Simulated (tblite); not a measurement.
C₄H₁₄GeN₂Si.
Numbering: `[CH2:1]=[CH:2][Ge@@H:3]([SiH2:4][NH2:5])[N:6]([CH3:7])[CH3:8]` (hydrogens: H9, H10 on C1; H11 on C2; H12 on Ge3; H13, H14 on Si4; H15, H16 on N5; H17, H18, H19 on C7; H20, H21, H22 on C8)

Computed with GFN2-xTB (tblite), gas phase: L-BFGS steps from a force-field or distance-geometry start until the largest atomic force falls under 0.01 eV/Å.

Step 32: E = -685.0335 eV
```
atom  x, y, z in Å  |  force x, y, z in eV/Å
C1      1.8582   -2.1024   -1.6303   -0.025  -0.026   0.035
C2      0.6481   -1.6710   -1.3112   -0.038  -0.024   0.022
Ge3     0.2314   -0.8053    0.4146    0.076  -0.125  -0.019
Si4     1.6712    0.9724    0.9933    0.020   0.070  -0.031
N5      1.6093    1.9626   -0.4136   -0.014   0.007  -0.033
N6     -1.5622   -0.3116    0.3267   -0.039  -0.026   0.011
C7     -1.9132    0.6907   -0.6566   -0.012  -0.006   0.013
C8     -2.1610   -0.0200    1.6112   -0.018   0.023  -0.001
H9      2.6956   -1.9702   -0.9596   -0.021   0.027  -0.033
H10     2.0776   -2.6250   -2.5521   -0.026   0.062   0.010
H11    -0.1686   -1.8359   -2.0037    0.008   0.000  -0.001
H12     0.1499   -1.9480    1.4334   -0.002   0.078  -0.017
H13     1.1526    1.8246    2.0694    0.042  -0.033  -0.011
H14     3.0173    0.5134    1.3707   -0.019  -0.001   0.038
H15     1.6197    1.5125   -1.3165    0.011   0.038   0.024
H16     2.1014    2.8403   -0.4574    0.024  -0.031   0.016
H17    -3.0011    0.7565   -0.7396   -0.033  -0.025   0.002
H18    -1.5361    1.6922   -0.4065    0.021  -0.009   0.008
H19    -1.5167    0.4008   -1.6297    0.060  -0.007   0.036
H20    -1.8024    0.9231    2.0504   -0.011  -0.015  -0.014
H21    -3.2463    0.0539    1.5050   -0.016  -0.020  -0.023
H22    -1.9351   -0.8342    2.3011    0.013   0.042  -0.030
```

Step 33: E = -685.0352 eV
```
atom  x, y, z in Å  |  force x, y, z in eV/Å
C1      1.8560   -2.1021   -1.6301   -0.024  -0.024   0.009
C2      0.6452   -1.6734   -1.3102   -0.027  -0.015   0.026
Ge3     0.2340   -0.8045    0.4135    0.022  -0.106  -0.003
Si4     1.6710    0.9745    0.9945    0.047   0.074  -0.024
N5      1.6097    1.9660   -0.4119   -0.021  -0.005   0.002
N6     -1.5636   -0.3161    0.3246   -0.018   0.027   0.036
C7     -1.9133    0.6894   -0.6564   -0.002  -0.008  -0.001
C8     -2.1618   -0.0208    1.6089   -0.018   0.017   0.015
H9      2.6966   -1.9687   -0.9629   -0.044   0.027  -0.035
H10     2.0729   -2.6212   -2.5542   -0.014   0.047   0.006
H11    -0.1734   -1.8377   -2.0013    0.027  -0.003   0.008
H12     0.1511   -1.9415    1.4365    0.005   0.061  -0.010
H13     1.1533    1.8223    2.0745    0.042  -0.032  -0.017
H14     3.0188    0.5142    1.3692   -0.039   0.005   0.035
H15     1.6221    1.5095   -1.3104    0.004   0.022  -0.031
H16     2.1067    2.8402   -0.4621    0.032  -0.014   0.033
H17    -3.0014    0.7527   -0.7431   -0.017  -0.016   0.006
H18    -1.5362    1.6912   -0.4057    0.002  -0.025   0.027
H19    -1.5122    0.4033   -1.6281    0.056  -0.021   0.012
H20    -1.8052    0.9234    2.0482   -0.014  -0.011  -0.043
H21    -3.2476    0.0492    1.5030   -0.009  -0.015  -0.020
H22    -1.9332   -0.8303    2.3028    0.011   0.014  -0.030
```

Step 34: E = -685.0364 eV
```
atom  x, y, z in Å  |  force x, y, z in eV/Å
C1      1.8532   -2.1028   -1.6316   -0.022  -0.011  -0.007
C2      0.6428   -1.6753   -1.3086   -0.010  -0.017   0.018
Ge3     0.2384   -0.8044    0.4133   -0.028  -0.040   0.015
Si4     1.6749    0.9775    0.9976    0.043   0.036  -0.012
N5      1.6116    1.9675   -0.4088   -0.014  -0.001  -0.041
N6     -1.5625   -0.3175    0.3237    0.004   0.061   0.042
C7     -1.9137    0.6885   -0.6568    0.009  -0.011  -0.007
C8     -2.1633   -0.0212    1.6067   -0.012   0.011   0.016
H9      2.6978   -1.9663   -0.9700   -0.055   0.024  -0.028
H10     2.0665   -2.6198   -2.5572   -0.007   0.031  -0.005
H11    -0.1780   -1.8404   -1.9971    0.031  -0.006   0.013
H12     0.1497   -1.9355    1.4381    0.012   0.031   0.010
H13     1.1578    1.8230    2.0790    0.036  -0.027  -0.013
H14     3.0223    0.5157    1.3739   -0.044   0.008   0.029
H15     1.6210    1.5066   -1.3055    0.000   0.029  -0.024
H16     2.1111    2.8398   -0.4663    0.030  -0.015   0.047
H17    -3.0026    0.7468   -0.7461    0.010  -0.008   0.004
H18    -1.5390    1.6920   -0.4062   -0.017  -0.043   0.037
H19    -1.5073    0.4050   -1.6269    0.045  -0.026  -0.001
H20    -1.8114    0.9248    2.0462   -0.020  -0.008  -0.061
H21    -3.2495    0.0421    1.4988    0.003  -0.010  -0.013
H22    -1.9302   -0.8268    2.3027    0.006  -0.008  -0.019
```

Q: Estimate the geometry and energy of step 35. (The exact step hangs on the optimiser's Hessian estimate; all steps are aligned on step 34, rigid shifts and turns removed.)

A: E = -685.0375 eV, largest force 0.071 eV/Å
```
atom  x, y, z in Å  |  force x, y, z in eV/Å
C1      1.8504   -2.1034   -1.6331   -0.018   0.000  -0.023
C2      0.6409   -1.6765   -1.3065   -0.002  -0.017   0.016
Ge3     0.2417   -0.8046    0.4140   -0.054   0.040   0.024
Si4     1.6791    0.9805    1.0001    0.016  -0.011  -0.021
N5      1.6124    1.9685   -0.4071   -0.011   0.003  -0.018
N6     -1.5610   -0.3169    0.3236    0.030   0.054   0.029
C7     -1.9140    0.6878   -0.6576    0.018  -0.016  -0.009
C8     -2.1647   -0.0215    1.6051   -0.005  -0.002   0.008
H9      2.6983   -1.9637   -0.9773   -0.048   0.021  -0.013
H10     2.0598   -2.6188   -2.5598   -0.001   0.017  -0.018
H11    -0.1812   -1.8427   -1.9924    0.018  -0.010   0.008
H12     0.1491   -1.9300    1.4395    0.014  -0.003   0.035
H13     1.1628    1.8230    2.0826    0.026  -0.012  -0.002
H14     3.0247    0.5175    1.3788   -0.031   0.007   0.024
H15     1.6198    1.5044   -1.3013   -0.002   0.017  -0.057
H16     2.1155    2.8383   -0.4685    0.035   0.001   0.047
H17    -3.0034    0.7415   -0.7488    0.029  -0.004   0.000
H18    -1.5424    1.6923   -0.4063   -0.026  -0.040   0.041
H19    -1.5026    0.4065   -1.6264    0.032  -0.030   0.000
H20    -1.8174    0.9260    2.0434   -0.021   0.014  -0.056
H21    -3.2510    0.0352    1.4949    0.000  -0.005  -0.005
H22    -1.9274   -0.8241    2.3024    0.002  -0.023  -0.009
```

The energy changes by -0.0011 eV. The first-order estimate −F·Δx gives -0.0015 eV and the mean of the old and new forces, exact on a quadratic surface, -0.0011 eV. The step makes an angle of 73° with the force vector and moves no atom by more than 0.008 Å.

What follows is the cost of the whole relaxation. The run took 2.4 s wall on an Arm Neoverse N1 with one thread (shared host).
